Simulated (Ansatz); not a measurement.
MnI2. The state is a sextet with charge 0. Geometry B3LYP-D4/def2-TZVP; atoms count from 1.

```
atom    x (Å)    y (Å)    z (Å)
 Mn1  -0.0007   0.0081  -0.0084
  I2   1.5971  -1.3500  -1.4368
  I3  -1.5964   1.3419   1.4452
```

In the def2 sets I takes a core potential; there is no spin–orbit coupling.

Question: Estimate the Mulliken populations from the PBE0/def2-TZVP orbitals of Ansatz.

Answer: 
```
atom  charge (e)  spin (α − β)  d electrons
 Mn1        0.61          5.01         5.33
  I2       -0.31          0.00            –
  I3       -0.31          0.00            –
```
Mulliken values depend strongly on the basis.

Question: Where does the spin sit?

Answer: Summed by element: Mn 5.01, I -0.01, of 5 unpaired in all. Largest on single atoms: Mn1 5.01, I2 0.00, I3 0.00.

Question: And the Mayer bond orders between heavy atoms (over 0.3)?

Answer: Mn1–I2 1.09 (2.54 Å); Mn1–I3 1.09 (2.54 Å).
